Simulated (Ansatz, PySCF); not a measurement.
C5H5, doublet, geometry from GFN2-xTB. Base run: CASSCF(3,3)/6-31G in PySCF.

Here is a job for PySCF.
```python
from pyscf import gto, scf, mcscf
import numpy

mol = gto.M(
    atom='''
C     0.63247678    1.00549904   -0.40434243
C    -0.64758030    1.06107182   -0.07148220
C    -1.05207362   -0.33036410    0.36090121
C     0.21810207   -1.11111415    0.19911263
C     1.19508834   -0.30933061   -0.25098041
H    -1.32268032    1.89341165   -0.08241413
H    -1.40418739   -0.33547311    1.39418448
H    -1.85338050   -0.72164903   -0.26877166
H     0.28980939   -2.16028924    0.42338536
H     2.21435925   -0.57057233   -0.46563683
''',
    basis='6-31g',
    spin=1,
    verbose=4,
)

mf = scf.ROHF(mol)
mf.kernel()
mc = mcscf.CASSCF(mf, 3, 3)
mc.fix_spin_(ss=0.75)
mc.kernel()
occ = numpy.linalg.eigvalsh(mc.fcisolver.make_rdm1(mc.ci, mc.ncas, mc.nelecas))[::-1]
ss = mc.fcisolver.spin_square(mc.ci, mc.ncas, mc.nelecas)[0]
print('natural occupations', occ.round(4), ' <S^2>', round(ss, 4))
```

Programs used: Ansatz (a quantum-chemistry and plane-wave program), PySCF; a row that names a program was run with it.

Variants of this job, named by their change:

```csv
change,ΔE vs base (kcal/mol),natural occupations,<S^2> of the state
base,0.000,1.94 1.00 0.06,0.75
correction = SC-NEVPT2,-261.9,1.94 1.00 0.06,0.75
"active space = 5 electrons, 6 orbitals",-31.44,1.93 1.88 1.00 0.13 0.07 0.00,0.75
fix_spin_ = off,0.000,1.94 1.00 0.06,0.75
orbitals = fixed (CASCI); correction = SC-NEVPT2,-260.8,1.96 1.00 0.04,0.75
solver = newton,0.000,1.94 1.00 0.06,0.75
conv_tol = 1e-5,0.000,1.94 1.00 0.06,0.75
state_average = 2 states,-4.64,-,-
"active space = 3 electrons, 4 orbitals",-11.89,1.90 1.00 0.10 0.00,0.75
"active space = 5 electrons, 5 orbitals",-18.16,1.98 1.91 1.00 0.09 0.02,0.75
code = ansatz,-10.05,-,-
```

Active orbitals are taken around the Fermi level unless the row says otherwise; CASSCF can end in different local minima, and two programs can end on different orbitals. State-averaged rows give the lowest state.

Open shells are given as the SCF converged; they aren't shown to be the lowest states, and a large step between rows can be another state.
